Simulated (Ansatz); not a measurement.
Program: Ansatz. Geometries: PBE0-D4/def2-TZVP. ΔE: electronic, gas phase. CCSD(T)/CBS adds triple-zeta CCSD(T) − MP2 to the extrapolated MP2 energy (def2 sets, frozen cores). This one scheme is used for every species. Functionals use def2-TZVPP. B3LYP here is the variant with VWN-RPA as its local correlation; programs differ in this. For Ga outer-core shells are correlated without core-valence functions, which leaves a few kJ/mol of doubt a bond. Scalar relativity is left out up to krypton. Each species was taken in one conformer, which may not be the lowest.

Consider the ligand exchange at a Ga–N bond: `O/C=[N]/[GaH2]` + CH₃OH → `C[O][GaH2]` + `N=CO`.

```tsv
species	B3LYP-D4 energy (Eh)
`O/C=[N]/[GaH2]`	-2095.46699
CH₃OH	-115.78095
`C[O][GaH2]`	-2041.30169
`N=CO`	-169.95772
```

Problem. Work out ΔE.

Solution. ΔE = (-2041.30169) + (-169.95772) − (-2095.46699) − (-115.78095) = -0.01147 Eh = -0.31 eV. CCSD(T)/CBS gives -0.30 eV.

Largest T1 diagnostic among the species: 0.016.

At CCSD(T), def2-SVP lies −0.04 eV from the extrapolated value and def2-TZVPP −0.02 eV. Leaving LDA and LC-ωPBE aside and taking each functional with its dispersion term where it has one, the values, not all of them listed here, spread over 0.07 eV, from B97M-V to HSE06-D4.
